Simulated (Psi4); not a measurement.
C₂H₄BBrO (SMILES C=CB(O)Br), singlet, at a GFN2-xTB geometry, atoms displaced at random by about 0.03 Å a coordinate; R2SCAN/STO-3G, gradient run with Psi4.

Psi4 was given this input:
```
memory 2 GB

molecule mol {
0 1
B     0.617006    0.141071   -0.088216
Br   -1.183572    0.030274    0.596276
C     0.968076   -0.731706   -1.383940
C     2.136153   -0.733263   -1.977332
H     0.103701   -1.333519   -1.800271
H     2.383281   -1.339916   -2.811011
H     2.961537   -0.174395   -1.605873
O     1.557900    0.914458    0.499781
H     1.347426    1.533972    1.189365
symmetry c1
no_reorient
no_com
}

set {
  basis sto-3g
  reference rks
}

gradient('r2scan')
print_variables()
```

What the program printed (banner, timings and long lists left out):

```
gradient() will perform analytic gradient computation.

   => Loading Basis Set <=

    Name: STO-3G
    Role: ORBITAL
    Keyword: BASIS

         ---------------------------------------------------------
                                   SCF
               by Justin Turney, Rob Parrish, Andy Simmonett
                          and Daniel G. A. Smith
                              RKS Reference
         ---------------------------------------------------------

  ==> Geometry <==

    Molecular point group: c1
    Full point group: C1

    Geometry (in Angstrom), charge = 0, multiplicity = 1:

       Center              X                  Y                   Z               Mass
    ------------   -----------------  -----------------  -----------------  -----------------
         B            0.617006000000     0.141071000000    -0.088216000000    11.009305360000
         BR          -1.183572000000     0.030274000000     0.596276000000    78.918337600000
         C            0.968076000000    -0.731706000000    -1.383940000000    12.000000000000
         C            2.136153000000    -0.733263000000    -1.977332000000    12.000000000000
         H            0.103701000000    -1.333519000000    -1.800271000000     1.007825032230
         H            2.383281000000    -1.339916000000    -2.811011000000     1.007825032230
         H            2.961537000000    -0.174395000000    -1.605873000000     1.007825032230
         O            1.557900000000     0.914458000000     0.499781000000    15.994914619570
         H            1.347426000000     1.533972000000     1.189365000000     1.007825032230

  Running in c1 symmetry.

  Rotational constants: A =      0.23714  B =      0.05356  C =      0.04370 [cm^-1]
  Rotational constants: A =   7109.22343  B =   1605.64246  C =   1309.97870 [MHz]
  Nuclear repulsion =  274.994375178994403

  Charge       = 0
  Multiplicity = 1
  Electrons    = 64
  Nalpha       = 32
  Nbeta        = 32

  ==> Algorithm <==

  SCF Algorithm Type is DF.
  DIIS enabled.
  MOM disabled.
  Fractional occupation disabled.
  Guess Type is SAD.
  Energy threshold   = 1.00e-08
  Density threshold  = 1.00e-08
  Integral threshold = 1.00e-12

  ==> Primary Basis <==

  Basis Set: STO-3G
    Blend: STO-3G
    Number of shells: 24
    Number of basis functions: 42
    Number of Cartesian functions: 43
    Spherical Harmonics?: true
    Max angular momentum: 2

  ==> DFT Potential <==

   => LibXC <=

    Version 7.1.2
    S. Lehtola, C. Steigemann, M. J. T. Oliveira, and M. A. L. Marques,  SoftwareX 7, 1–5 (2018) (10.1016/j.softx.2017.11.002)

   => Composite Functional: R2SCAN <=

    r2SCAN Meta-GGA XC Functional  (0.1021/acs.jpclett.0c02405)
    J. W. Furness, A. D. Kaplan, J. Ning, J. P. Perdew, J. Sun  J. Phys. Chem. Lett.  11, 8208–8215, 2020

    Deriv               =              1
    GGA                 =           TRUE
    Meta                =           TRUE

    Exchange Hybrid     =          FALSE
    MP2 Hybrid          =          FALSE

   => Exchange Functionals <=

    1.0000   XC_MGGA_X_R2SCAN

   => Correlation Functionals <=

    1.0000   XC_MGGA_C_R2SCAN

   => LibXC Density Thresholds  <==

    XC_MGGA_C_R2SCAN:  1.00E-15
    XC_MGGA_X_R2SCAN:  1.00E-11

   => Molecular Quadrature <=

    Radial Scheme          =       TREUTLER
    Pruning Scheme         =           NONE
    Nuclear Scheme         =       TREUTLER

    Blocking Scheme        =         OCTREE
    BS radius alpha        =              1
    Pruning alpha          =              1
    Radial Points          =             75
    Spherical Points       =            302
    Total Points           =         189441
    Total Blocks           =           1484
    Max Points             =            256
    Max Functions          =             39
    Weights Tolerance      =       1.00E-15

   => Loading Basis Set <=

    Name: (STO-3G AUX)
    Role: JKFIT
    Keyword: DF_BASIS_SCF

  ==> Integral Setup <==

[...]
  @DF-RKS Final Energy: -2722.46662969515046
    Total Energy =                      -2722.4666296951504592
[...]
         BR          -1.183572000000     0.030274000000     0.596276000000    78.918337600000
         C            0.968076000000    -0.731706000000    -1.383940000000    12.000000000000
         C            2.136153000000    -0.733263000000    -1.977332000000    12.000000000000
         H            0.103701000000    -1.333519000000    -1.800271000000     1.007825032230
         H            2.383281000000    -1.339916000000    -2.811011000000     1.007825032230
         H            2.961537000000    -0.174395000000    -1.605873000000     1.007825032230
         O            1.557900000000     0.914458000000     0.499781000000    15.994914619570
         H            1.347426000000     1.533972000000     1.189365000000     1.007825032230

  Nuclear repulsion =  274.994375178994403

  ==> Basis Set <==

  Basis Set: STO-3G
    Blend: STO-3G
    Number of shells: 24
    Number of basis functions: 42
    Number of Cartesian functions: 43
    Spherical Harmonics?: true
    Max angular momentum: 2

  ==> DFJKGrad: Density-Fitted SCF Gradients <==

    Gradient:                    1
    J tasked:                  Yes
    K tasked:                   No
    wK tasked:                  No
    Integrals threads:           1
    Schwarz Cutoff:          1E-12
    Fitting Condition:       1E-10

   => Auxiliary Basis Set <=

  Basis Set: (STO-3G AUX)
    Blend: DEF2-UNIVERSAL-JKFIT
    Number of shells: 184
    Number of basis functions: 640
    Number of Cartesian functions: 811
    Spherical Harmonics?: true
    Max angular momentum: 5

  ==> DFT Potential <==

   => LibXC <=

    Version 7.1.2
    S. Lehtola, C. Steigemann, M. J. T. Oliveira, and M. A. L. Marques,  SoftwareX 7, 1–5 (2018) (10.1016/j.softx.2017.11.002)

   => Composite Functional: R2SCAN <=

    r2SCAN Meta-GGA XC Functional  (0.1021/acs.jpclett.0c02405)
    J. W. Furness, A. D. Kaplan, J. Ning, J. P. Perdew, J. Sun  J. Phys. Chem. Lett.  11, 8208–8215, 2020

    Deriv               =              1
    GGA                 =           TRUE
    Meta                =           TRUE

    Exchange Hybrid     =          FALSE
    MP2 Hybrid          =          FALSE

   => Exchange Functionals <=

    1.0000   XC_MGGA_X_R2SCAN

   => Correlation Functionals <=

    1.0000   XC_MGGA_C_R2SCAN

   => LibXC Density Thresholds  <==

    XC_MGGA_C_R2SCAN:  1.00E-15
    XC_MGGA_X_R2SCAN:  1.00E-11

   => Molecular Quadrature <=

    Radial Scheme          =       TREUTLER
    Pruning Scheme         =           NONE
    Nuclear Scheme         =       TREUTLER

    Blocking Scheme        =         OCTREE
    BS radius alpha        =              1
    Pruning alpha          =              1
    Radial Points          =             75
    Spherical Points       =            302
    Total Points           =         189441
    Total Blocks           =           1484
    Max Points             =            256
    Max Functions          =             39
    Weights Tolerance      =       1.00E-15

  -Total Gradient:
     Atom            X                  Y                   Z
    ------   -----------------  -----------------  -----------------
       1        0.009481234404     0.002022178452     0.000479186896
       2       -0.002406691428    -0.001847550203     0.000367874471
       3        0.064111754602    -0.005248099023    -0.032555066216
       4       -0.018846177241     0.002985982087     0.004357797833
       5       -0.021345806910    -0.009349721135    -0.006631626390
       6       -0.002734203976     0.017904201931     0.028843507845
       7       -0.020621116603    -0.018072219835    -0.012786280218
       8       -0.032544502733     0.050019817202     0.069295524273
       9        0.030064948155    -0.038154582226    -0.053095958881

  Variable Map:
  ----------------------------------------------------------------------------
[...]
  Array Variable Map:
  ----------------------------------------------------------------------------
[...]
[...]
```
